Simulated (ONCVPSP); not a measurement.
## Before and after: ONCV potential for Ru (Z = 44)

Ru (Z = 44), optimised norm-conserving Vanderbilt (ONCV), made with ONCVPSP 4.0.1 (PBEsol, scalar-relativistic). Core [Ar] 3d10, reference 4s2 4p6 4d7 5s1. Waves: 4s+5s: rc 1.50 bohr, ncon 5, nbas 8, qcut 8.3 1/bohr, 2 projectors; 4p: rc 1.25 bohr, ncon 4, nbas 8, qcut 6.2 1/bohr, 2 projectors, debl 3.9 Ha; 4d: rc 1.65 bohr, ncon 4, nbas 9, qcut 10.9 1/bohr, 2 projectors, debl 2.3 Ha. Local part: polynomial inside 0.85 bohr (lpopt 1, dvloc0 3 Ha). Core correction: Teter function, fcfact 2.25, rcfact 1.5.

Change: fully relativistic.

Cutoffs: the cutoffs (Ha) at which the residual kinetic energy of the hardest occupied pseudo-wave falls to 1 and 0.1 mHa per electron; they do not see the model core or the augmentation charge, which bear on the density cutoff. Errors are all-electron minus pseudo energies relative to the spin-unpolarised reference configuration.

Question: Predict the effect on cutoff, ghosts and configuration errors.

Answer: The potential gets neither clearly harder nor softer (74 Ha and 129 Ha → 75 Ha and 129 Ha); of the 4 tests that both files solve, the error grows in 1 and shrinks in 2 by more than 15 % and 0.3 meV (median size 1.7 → 0.3 meV); neither file shows a bound ghost.

| quantity | base | changed |
| --- | --- | --- |
| cutoff, loose | 74 Ha | 75 Ha |
| cutoff, tight | 129 Ha | 129 Ha |
| loose cutoff by channel | s 29 Ha, p 74 Ha, d 28 Ha | s 29 Ha, p 75 Ha, d 28 Ha |
| bound ghosts | none | none |
| GHOST(+) flags under 300 eV | s at 211.3 eV | s at 211.0 eV |
| error for 4s2 4p6 4d7 5s0, meV [ΔE 7.30 eV] | -1.5 | 0.0 |
| error for 4s2 4p6 4d6 5s0, meV [ΔE 25.48 eV] | -1.9 | +0.4 |
| error for 4s2 4p6 4d5 5s0, meV [ΔE 56.09 eV] | -2.3 | +2.9 |
| error for 4s2 4p6 4d6 5s1, meV [ΔE 10.13 eV] | +0.1 | -0.1 |
| s: phases at 1.52 bohr within 0.05 rad from the reference energy up to (Ha; the scan ends near 5) | to the end of the scan | to the end of the scan |
| rms error of d²Exc/dni dnj with the model core, mHa | 0.23 | 4.48 |
